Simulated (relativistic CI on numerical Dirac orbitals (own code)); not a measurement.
## Energy levels of Er3+

Calculated at this level of theory: Dirac-Coulomb-Breit CI, orbitals from a KLI potential per configuration, QED by a radiative potential, valence Slater integrals scaled by 0.8 (own radial code, finite nucleus).

Configuration list (outside the closed core [Xe]): 4f¹¹.

The lowest level is 4f¹¹ ⁴I°15/2, with 97 % of that term; Hund's rules for 4f¹¹ give ⁴I° with J = 15/2, in agreement.

```tsv
No.	Configuration	Term	J	E (eV)	%	Lifetime (s)
1	4f¹¹	⁴I°	15/2	0.0000	97	
2	4f¹¹	⁴I°	13/2	0.7989	99	1.03e-01
3	4f¹¹	⁴I°	11/2	1.2231	80	5.55e-01
4	4f¹¹	⁴I°	9/2	1.4766	51	4.00e+00
5	4f¹¹	⁴F°	9/2	1.9248	54	3.05e-01
6	4f¹¹	²H°	11/2	2.3286	60	4.43e-02
7	4f¹¹	⁴S°	3/2	2.3622	62	
8	4f¹¹	⁴F°	7/2	2.6202	88	1.36e-01
9	4f¹¹	⁴F°	5/2	2.8320	83	2.45e+00
10	4f¹¹	⁴F°	3/2	2.8575	56	6.10e-01
11	4f¹¹	⁴F°	9/2	2.9573	31	5.04e-02
12	4f¹¹	²K°	15/2	3.2188	92	4.95e-02
13	4f¹¹	⁴G°	11/2	3.3318	75	9.27e-02
14	4f¹¹	²G°	7/2	3.4306	64	2.39e-01
15	4f¹¹	⁴G°	9/2	3.5144	74	5.71e-02
16	4f¹¹	²K°	13/2	3.8667	91	9.65e-02
17	4f¹¹	²P°	3/2	3.9263	33	4.73e-02
18	4f¹¹	²P°	1/2	4.1010	94	9.19e-02
19	4f¹¹	⁴G°	7/2	4.2636	72	8.19e-02
20	4f¹¹	⁴G°	5/2	4.2768	66	1.37e-01
21	4f¹¹	²D°	5/2	4.3515	57	4.14e-02
22	4f¹¹	²G°	9/2	4.3857	36	3.18e-02
23	4f¹¹	²D°	5/2	4.9121	50	1.55e-01
24	4f¹¹	²I°	11/2	4.9784	70	
25	4f¹¹	²L°	17/2	4.9927	100	
26	4f¹¹	⁴D°	7/2	5.1450	93	
27	4f¹¹	²D°	3/2	5.2190	47	
28	4f¹¹	²I°	13/2	5.2519	92	
29	4f¹¹	⁴D°	3/2	5.5100	70	
30	4f¹¹	²L°	15/2	5.7473	95
```

Energies count from the lowest computed level; ° marks odd parity; lifetimes are radiative, by E1, M1, E2, M2 decay to levels of this space only; some are left blank where a channel outside the calculation adds to the decay or the decay crosses a small, uncertain gap.

The mean weight of the leading LS term, summed over parents, in these 30 levels is 71 %, and that of the leading jj configuration (from the same eigenvectors) 66 %.

One configuration and one scale for all Slater integrals: terms of lower spin can come out thousands of cm⁻¹ low, and their order can be wrong. 5 of the 8 excited levels that our extract of the measured tables holds in this range could be paired (the sources list more); they are missed by 333 cm⁻¹ on average and 578 at most, and levels without a partner can miss by more. Some levels of the ground configuration have no partner and can miss by 10 % or more.

LS names give the leading component of a level, which can be under half, so a name can repeat, a term be missing and a line seem to break the LS rules.
